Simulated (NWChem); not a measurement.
System: CH5FOSi2; SMILES O=C[Si@H](F)[SiH3]

Output (shortened):

```
             Northwest Computational Chemistry Package (NWChem) 7.3.0
             --------------------------------------------------------

                             Geometry "geometry" -> ""
                             -------------------------

 Output coordinates in angstroms (scale by  1.889725989 to convert to a.u.)

  No.       Tag          Charge          X              Y              Z
 ---- ---------------- ---------- -------------- -------------- --------------
    1 O                    8.0000     1.28493000     2.01534700    -0.07001700
    2 C                    6.0000     0.17433300     1.71152300     0.29216100
    3 Si                  14.0000    -0.59975800     0.08179500    -0.38273200
    4 F                    9.0000    -2.06148200    -0.13514900     0.31564300
    5 Si                  14.0000     0.81377500    -1.72117400     0.12306000
    6 H                    1.0000    -0.39480700     2.36531700     1.01082700
    7 H                    1.0000    -0.80651100     0.26210500    -1.84926500
    8 H                    1.0000     0.21147500    -2.99499500    -0.37243100
    9 H                    1.0000     1.00373500    -1.80418100     1.60218200
   10 H                    1.0000     2.13133500    -1.49384300    -0.54117800

 Effective nuclear repulsion energy (a.u.)     273.8779039866

                                 NWChem DFT Module
                                 -----------------

 Summary of "ao basis" -> "ao basis" (spherical)
 ------------------------------------------------------------------------------
       Tag                 Description            Shells   Functions and Types
 ---------------- ------------------------------  ------  ---------------------
 O                          def2-svp                 6       14   3s2p1d
 C                          def2-svp                 6       14   3s2p1d
 Si                         def2-svp                 8       18   4s3p1d
 F                          def2-svp                 6       14   3s2p1d
 H                          def2-svp                 3        5   2s1p

 in cosmo_initialize ...
 calling solv_data for solv:toluene

 solvent parameters
 solvname_short: toluene
 solvname_long:  toluene
 dielec:        2.3741
 dielecinf:     2.2383
 nonaqueous SMD model solvent descriptors
 dielec:        2.3741
 sola:          0.0000
 solb:          0.1400
 solc:          0.8570
 solg:         40.2000
 solh:          0.0000
 soln:          1.4961

[...]

                                COSMO-SMD solvation results
                                ---------------------------

             internal energy in gas <Psi(g)|H|Psi(g)> =      -794.366240622699
         internal energy in solvent <Psi(s)|H|Psi(s)> =      -794.366051608307
                               delta internal energy  =         0.000189014392 (    0.12 kcal/mol)
   total free energy in solvent <Psi(s)|H+V/2|Psi(s)> =      -794.369418901273
 polarization energy contribution <Psi(s)|V/2|Psi(s)> =        -0.003367292967 (   -2.11 kcal/mol)
    total free energy in solvent including G(SMD-CDS) =      -794.369765926976
                       G(SMD-CDS) energy contribution =        -0.000347025703 (   -0.22 kcal/mol)
     1 M fixed-concentration free energy of solvation =        -0.003525304277 (   -2.21 kcal/mol)

                       DFT Final Molecular Orbital Analysis
                       ------------------------------------

 Vector   26  Occ=2.000000D+00  E=-3.692888D-01
              MO Center=  6.5D-01, -2.0D+00,  3.9D-01, r^2= 2.7D+00
   Bfn.  Coefficient  Atom+Function         Bfn.  Coefficient  Atom+Function
  ----- ------------  ---------------      ----- ------------  ---------------
    89      0.320939   8 H  s                94     -0.310216   9 H  s
    70     -0.240590   5 Si pz               73     -0.184482   5 Si pz
    90      0.163880   8 H  s                69     -0.161199   5 Si py
    95     -0.160954   9 H  s                67      0.136667   5 Si pz
    72     -0.117493   5 Si py               66      0.090909   5 Si py

 Vector   27  Occ=2.000000D+00  E=-3.180170D-01
              MO Center=  2.0D-02, -5.4D-01, -2.6D-01, r^2= 3.8D+00
   Bfn.  Coefficient  Atom+Function         Bfn.  Coefficient  Atom+Function
  ----- ------------  ---------------      ----- ------------  ---------------
    84      0.236418   7 H  s                69     -0.204859   5 Si py
    72     -0.175454   5 Si py               68      0.173227   5 Si px
    85      0.167647   7 H  s                31     -0.165837   3 Si s
    37      0.163471   3 Si py               38     -0.163792   3 Si pz
    36     -0.162570   3 Si px                5     -0.160755   1 O  py

 Vector   28  Occ=2.000000D+00  E=-2.598542D-01
              MO Center=  5.2D-01,  1.5D+00,  7.2D-02, r^2= 2.8D+00
   Bfn.  Coefficient  Atom+Function         Bfn.  Coefficient  Atom+Function
  ----- ------------  ---------------      ----- ------------  ---------------
     5      0.409985   1 O  py                8      0.328937   1 O  py
     6      0.278103   1 O  pz               79     -0.260219   6 H  s
     9      0.215586   1 O  pz               17      0.213036   2 C  s
    37      0.212497   3 Si py               80     -0.206118   6 H  s
    19     -0.200421   2 C  py               31      0.190118   3 Si s

 Vector   29  Occ=0.000000D+00  E=-5.999570D-02
              MO Center=  3.6D-01,  1.4D+00,  8.4D-02, r^2= 2.7D+00
   Bfn.  Coefficient  Atom+Function         Bfn.  Coefficient  Atom+Function
  ----- ------------  ---------------      ----- ------------  ---------------
    64     -0.368130   5 Si s                23      0.350897   2 C  pz
    20      0.342498   2 C  pz                9     -0.327332   1 O  pz
     6     -0.314103   1 O  pz               85      0.285832   7 H  s
    41      0.256300   3 Si pz               22     -0.225804   2 C  py
    71      0.226574   5 Si px                8      0.207808   1 O  py

[...]
```

Level: PBE0/def2-SVP, SMD on the gas-phase geometry. Coordinates come from a PBE0/def2-SVP optimisation. Solvent: toluene.

Question: Which NWChem input produces such a log?

Answer: This is not unique; one that fits is the input that was run:
```
start job
memory heap 200 mb stack 900 mb global 1100 mb
geometry units angstroms noautosym nocenter noautoz
  O      1.284930     2.015347    -0.070017
  C      0.174333     1.711523     0.292161
  Si    -0.599758     0.081795    -0.382732
  F     -2.061482    -0.135149     0.315643
  Si     0.813775    -1.721174     0.123060
  H     -0.394807     2.365317     1.010827
  H     -0.806511     0.262105    -1.849265
  H      0.211475    -2.994995    -0.372431
  H      1.003735    -1.804181     1.602182
  H      2.131335    -1.493843    -0.541178
end
basis spherical
  * library def2-svp
end
dft
  xc pbe0
  iterations 150
end
cosmo
  do_cosmo_smd true
  solvent toluene
end
task dft energy
```
